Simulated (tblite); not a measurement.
A geometry optimisation, step by step.

Compound: C5H13NSi2.
Bonds: C1–C2 (double), C2–C3, C3–N4, N4–Si5, Si5–C6, C6–C7, C7–Si8, N4–Si8. Hydrogens: H9, H10 on C1; H11 on C2; H12, H13 on C3; H14, H15 on Si5; H16, H17 on C6; H18, H19 on C7; H20, H21 on Si8.

Computed with GFN2-xTB (tblite), gas phase: L-BFGS steps from a force-field or distance-geometry start until the largest atomic force falls under 0.01 eV/Å. 6 of its 174 geometries are shown.

Step 0: E = -645.1264 eV, largest atomic force 2.002 eV/Å
```
atom  x, y, z in Å  |  force x, y, z in eV/Å
C1      3.344   -0.835   -1.181   -1.098  -0.285   0.655
C2      2.299   -1.201   -0.421    0.910   0.145  -0.665
C3      1.562   -0.293    0.518   -0.514  -0.223  -0.157
N4      0.119   -0.247    0.212    0.344  -0.082   0.671
Si5    -0.553    0.379   -1.235    0.651   0.163  -1.886
C6     -2.307    0.979   -0.852    0.270   0.173   0.271
C7     -2.684    0.335    0.482   -0.085  -0.187   0.198
Si8    -1.056    0.130    1.423    0.061  -0.139   1.345
H9      3.839   -1.553   -1.823   -0.034   0.254   0.142
H10     3.694    0.190   -1.185    0.012  -0.244  -0.048
H11     1.972   -2.244   -0.435   -0.028   0.433   0.032
H12     1.976    0.720    0.505    0.069  -0.007  -0.186
H13     1.716   -0.678    1.538   -0.333   0.030  -0.142
H14    -0.585   -0.712   -2.243    0.068   0.207   0.183
H15     0.284    1.521   -1.696   -0.181  -0.239   0.002
H16    -3.022    0.726   -1.624   -0.136   0.099  -0.179
H17    -2.288    2.075   -0.746   -0.154  -0.348  -0.050
H18    -3.132   -0.660    0.314    0.084   0.467   0.044
H19    -3.415    0.942    1.036    0.141  -0.287  -0.184
H20    -0.652    1.404    2.055   -0.128  -0.091   0.090
H21    -1.121   -0.962    2.419    0.082   0.160  -0.136
```

Step 35: E = -645.4956 eV, largest atomic force 0.071 eV/Å
```
atom  x, y, z in Å  |  force x, y, z in eV/Å
C1      3.187   -0.842   -1.182   -0.004  -0.006   0.003
C2      2.141   -1.139   -0.434   -0.024   0.027  -0.012
C3      1.526   -0.195    0.548   -0.005   0.019  -0.002
N4      0.128    0.043    0.262    0.017  -0.005   0.034
Si5    -0.443    0.383   -1.343    0.036  -0.028   0.054
C6     -2.200    0.930   -0.867   -0.001   0.001  -0.018
C7     -2.586    0.298    0.474    0.005  -0.001   0.017
Si8    -1.030    0.153    1.547    0.040   0.000   0.018
H9      3.605   -1.536   -1.890    0.008  -0.009   0.000
H10     3.676    0.115   -1.101    0.018  -0.007  -0.028
H11     1.649   -2.098   -0.519   -0.006   0.011   0.012
H12     2.082    0.752    0.540   -0.002   0.006  -0.008
H13     1.605   -0.616    1.557    0.000  -0.004  -0.026
H14    -0.417   -0.828   -2.175    0.011   0.027  -0.026
H15     0.331    1.461   -1.974    0.004  -0.038   0.002
H16    -2.932    0.685   -1.635   -0.026   0.000  -0.026
H17    -2.212    2.016   -0.769   -0.019   0.011   0.018
H18    -2.994   -0.699    0.302    0.005  -0.007  -0.027
H19    -3.374    0.869    0.963   -0.022   0.017  -0.005
H20    -0.785    1.330    2.396   -0.017  -0.014   0.002
H21    -0.965   -1.065    2.363   -0.019   0.001   0.019
```

Step 69: E = -645.5009 eV, largest atomic force 0.023 eV/Å
```
atom  x, y, z in Å  |  force x, y, z in eV/Å
C1      3.163   -0.871   -1.198    0.005   0.000   0.004
C2      2.124   -1.124   -0.425    0.004  -0.006   0.008
C3      1.542   -0.152    0.548   -0.011   0.011  -0.009
N4      0.136    0.066    0.286   -0.004  -0.001  -0.005
Si5    -0.426    0.397   -1.324    0.011  -0.007  -0.002
C6     -2.188    0.937   -0.862    0.013   0.003  -0.013
C7     -2.583    0.270    0.461   -0.003   0.004  -0.011
Si8    -1.040    0.132    1.557    0.000   0.011  -0.001
H9      3.550   -1.590   -1.899   -0.005  -0.018   0.004
H10     3.679    0.073   -1.149    0.011   0.010  -0.015
H11     1.604   -2.070   -0.479    0.008  -0.019   0.000
H12     2.088    0.798    0.486    0.010   0.003   0.020
H13     1.655   -0.540    1.566   -0.009   0.009  -0.017
H14    -0.392   -0.806   -2.170   -0.003   0.010   0.002
H15     0.372    1.458   -1.950   -0.014  -0.003   0.010
H16    -2.912    0.708   -1.643   -0.001   0.008   0.000
H17    -2.204    2.020   -0.737   -0.012   0.000   0.008
H18    -2.970   -0.728    0.252    0.008  -0.011   0.018
H19    -3.390    0.817    0.947   -0.009   0.000  -0.003
H20    -0.833    1.307    2.418   -0.002   0.006   0.016
H21    -0.986   -1.085    2.376    0.004  -0.011  -0.012
```

Step 104: E = -645.5212 eV, largest atomic force 0.077 eV/Å
```
atom  x, y, z in Å  |  force x, y, z in eV/Å
C1      2.917   -1.214   -1.148   -0.005  -0.032   0.048
C2      2.092   -1.147   -0.121    0.005  -0.009  -0.036
C3      1.624    0.137    0.488   -0.002   0.010  -0.005
N4      0.208    0.327    0.261    0.033   0.010   0.036
Si5    -0.384    0.735   -1.319   -0.012  -0.015   0.019
C6     -2.191    1.025   -0.817   -0.018  -0.005   0.009
C7     -2.511    0.072    0.341   -0.015   0.017  -0.018
Si8    -0.985   -0.033    1.467   -0.006   0.023   0.011
H9      3.212   -2.154   -1.581    0.017  -0.033  -0.043
H10     3.345   -0.328   -1.588    0.002   0.000   0.002
H11     1.656   -2.043    0.302    0.003   0.032   0.004
H12     2.180    0.968    0.043   -0.012   0.036   0.006
H13     1.819    0.127    1.565   -0.034   0.008   0.013
H14    -0.265   -0.380   -2.267    0.038  -0.029  -0.061
H15     0.340    1.904   -1.823   -0.014   0.039   0.000
H16    -2.879    0.874   -1.649   -0.014   0.011   0.021
H17    -2.327    2.055   -0.482    0.021  -0.029  -0.021
H18    -2.721   -0.919   -0.067   -0.003   0.017   0.024
H19    -3.414    0.387    0.866    0.036  -0.003   0.016
H20    -0.949    0.986    2.530    0.000  -0.029  -0.026
H21    -0.776   -1.361    2.058   -0.019  -0.017   0.000
```

Step 138: E = -645.5303 eV, largest atomic force 0.012 eV/Å
```
atom  x, y, z in Å  |  force x, y, z in eV/Å
C1      2.888   -1.298   -1.103    0.001   0.004  -0.003
C2      2.097   -1.135   -0.059   -0.006  -0.003  -0.002
C3      1.638    0.195    0.453   -0.002  -0.003   0.003
N4      0.218    0.361    0.234   -0.004   0.002   0.005
Si5    -0.388    0.807   -1.330   -0.004  -0.003   0.000
C6     -2.207    1.010   -0.823    0.001   0.005  -0.006
C7     -2.504    0.060    0.343    0.007   0.005  -0.002
Si8    -0.954   -0.090    1.430    0.005   0.001   0.000
H9      3.167   -2.273   -1.465    0.001  -0.005   0.002
H10     3.296   -0.456   -1.636    0.009   0.003   0.004
H11     1.679   -1.987    0.459   -0.003  -0.003   0.001
H12     2.179    0.996   -0.059   -0.002   0.000   0.004
H13     1.840    0.266    1.527    0.009   0.007   0.004
H14    -0.172   -0.238   -2.340   -0.008   0.002  -0.007
H15     0.259    2.053   -1.758   -0.002   0.001  -0.003
H16    -2.893    0.836   -1.651   -0.004   0.000   0.002
H17    -2.373    2.038   -0.498    0.002  -0.003   0.001
H18    -2.754   -0.924   -0.056    0.000  -0.003   0.000
H19    -3.377    0.393    0.903    0.001   0.001   0.001
H20    -0.898    0.857    2.553    0.000  -0.002  -0.002
H21    -0.749   -1.454    1.937    0.001  -0.003  -0.001
```

Step 173: E = -645.5317 eV, largest atomic force 0.010 eV/Å
```
atom  x, y, z in Å  |  force x, y, z in eV/Å
C1      2.970   -1.302   -1.057    0.003   0.003   0.000
C2      2.089   -1.135   -0.089   -0.001  -0.006   0.006
C3      1.627    0.195    0.419    0.007  -0.007  -0.001
N4      0.205    0.360    0.212    0.000   0.003  -0.002
Si5    -0.422    0.798   -1.345    0.000  -0.002  -0.005
C6     -2.230    1.023   -0.807    0.004   0.001  -0.005
C7     -2.517    0.074    0.362    0.004   0.002   0.000
Si8    -0.950   -0.097    1.421   -0.007  -0.006   0.001
H9      3.256   -2.279   -1.411   -0.001   0.005   0.003
H10     3.452   -0.463   -1.531   -0.003  -0.004   0.000
H11     1.603   -1.984    0.373    0.001   0.004  -0.004
H12     2.164    0.995   -0.098    0.000   0.004   0.000
H13     1.838    0.271    1.491    0.000  -0.001  -0.002
H14    -0.237   -0.258   -2.352   -0.005   0.000  -0.002
H15     0.231    2.032   -1.796   -0.004   0.002   0.001
H16    -2.935    0.858   -1.622    0.001   0.001  -0.006
H17    -2.377    2.052   -0.477    0.000  -0.002   0.002
H18    -2.785   -0.907   -0.032   -0.005   0.003  -0.003
H19    -3.376    0.418    0.939    0.001  -0.003   0.003
H20    -0.865    0.836    2.553    0.000   0.001   0.009
H21    -0.752   -1.470    1.907    0.004   0.003   0.005
```

**Question.** Summarise the path.

**Answer.** The energy falls by 39.11 kJ/mol from step 0 to step 173; nine tenths of that is first reached at step 31. It never rises by more than 0.2 meV. The largest force goes from 2.002 to 0.010 eV/Å. Among the bonds C3–N4 changes most, from 1.476 to 1.446 Å; the atoms move by 0.618 Å rms after alignment.

What follows is the cost of the whole relaxation. On Arm Neoverse V1, one thread, shared host with 32 logical CPUs at a one-minute load of 11, this took 1.5 s.
